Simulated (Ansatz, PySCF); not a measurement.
System: MgBr$_{2}$, charge -1, multiplicity 2. 
Geometry from a B3LYP-D3(BJ)/def2-TZVP (Ansatz, an electronic-structure program) optimisation:
```
Mg
Br 1 2.5038
Br 1 2.5038 2 118.14
```
Charge -1, spin multiplicity 2.

Total electronic energies in hartree. Valence correlation only, unless marked. UHF or UKS for open shells. Spin-orbit coupling is left out. The frozen core is the preceding noble-gas configuration, with the filled d and f shells of earlier blocks. No relativistic terms. Basis-set limits of correlation are two-point, X^-3; Hartree-Fock from the larger set. The bracket is a focal-point correction in the basis named.

| level | program | energy (Eh) |
|---|---|---|
| HF/6-31G | Ansatz | -5343.90419 |
| HF/6-31G* | Ansatz | -5344.01588 |
| HF-D3(BJ)/def2-TZVPD | PySCF + dftd3 | -5344.67276 |
| revPBE-D3(BJ)/def2-TZVPD | Ansatz + dftd3 | -5348.10603 |
| revPBE/def2-TZVPD | Ansatz | -5348.10040 |
| TPSS-D3(BJ)/def2-TZVPD | PySCF + dftd3 | -5348.42643 |
| TPSS-D4/def2-TZVPD | PySCF + dftd4 | -5348.42599 |
| PBE0-D4/def2-TZVP | Ansatz + dftd4 | -5347.89105 |
| PBE0-D4/def2-TZVPD | Ansatz + dftd4 | -5347.89364 |
| r2SCANh-D4/def2-TZVPD | Ansatz + dftd4 | -5348.53690 |
| r2SCANh/def2-TZVPD | Ansatz | -5348.53628 |
| PW6B95-D3(BJ)/def2-TZVPD | PySCF + dftd3 | -5351.05727 |
| CAM-B3LYP-D4/def2-TZVPD | Ansatz + dftd4 | -5348.84765 |
| wB97X-V/def2-TZVPD | Ansatz | -5348.08134 |
| B2GP-PLYP-D4/def2-TZVPD | Ansatz + dftd4 | -5347.31157 |
| B2GP-PLYP/def2-TZVPD | Ansatz | -5347.31045 |
| MP2/STO-3G | Ansatz | -5286.43249 |
| RI-MP2/def2-QZVPP | Ansatz | -5345.14774 |
| SCS-MP2/def2-SVP | Ansatz | -5344.19277 |
| CCSD/def2-TZVPPD | Ansatz | -5345.03288 |
| CCSD(T)/6-31G | Ansatz | -5344.00400 |
| RI-MP2/CBS(def2-TZVPPD,def2-QZVPPD)+[CCSD(T)-MP2]/def2-SVPD | Ansatz | -5345.2097 |
| RI-MP2/CBS(def2-TZVPPD,def2-QZVPPD)+[CCSD(T)-MP2]/def2-TZVPPD | Ansatz | -5345.2241 |

Totals of different functionals don't rank their quality; only differences between species are comparable.
